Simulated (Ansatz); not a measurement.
Compare A (`ClC1=CC[SiH2]1`) with its isomer B (`C#C[SiH2]CCl`).

Gas-phase electronic energies from Ansatz, PBE0-D4/def2-TZVP geometries. CBS: MP2 limit from def2 TZ/QZ plus the TZ coupled-cluster correction, frozen cores. Functionals use def2-TZVPP. B3LYP here is the variant with VWN-RPA as its local correlation; programs differ in this. One conformer a species, not always the lowest.

(1) Which isomer does CCSD(T)/CBS put lower? Give the gap. (Estimate.)

(2) Give E(B) − E(A) in kcal/mol with B2PLYP, B3LYP-D4, CCSD(T)/def2-TZVPP, CCSD/def2-TZVPP, B3LYP, PBE0-D4, r2SCAN-D4. (An estimate is asked.)

Largest T1 diagnostic: 0.012.

## Answers

(1) Ansatz gave: A, by 8.0 kcal/mol.

(2) Ansatz gave: B2PLYP 7.1, B3LYP-D4 8.3, CCSD(T)/def2-TZVPP 8.2, CCSD/def2-TZVPP 7.5, B3LYP 7.7, PBE0-D4 15.7, r2SCAN-D4 12.3. None reverses the order clearly.

From PBE to PBE0 (25 % exact exchange), in def2-TZVPP and without D4, E(B) − E(A) moves by +0.8 kcal/mol. In def2-TZVPP, CCSD(T) changes the Hartree–Fock value by +5.1 kcal/mol (the triples alone add +0.7 kcal/mol) and MP2 by +5.3 kcal/mol.
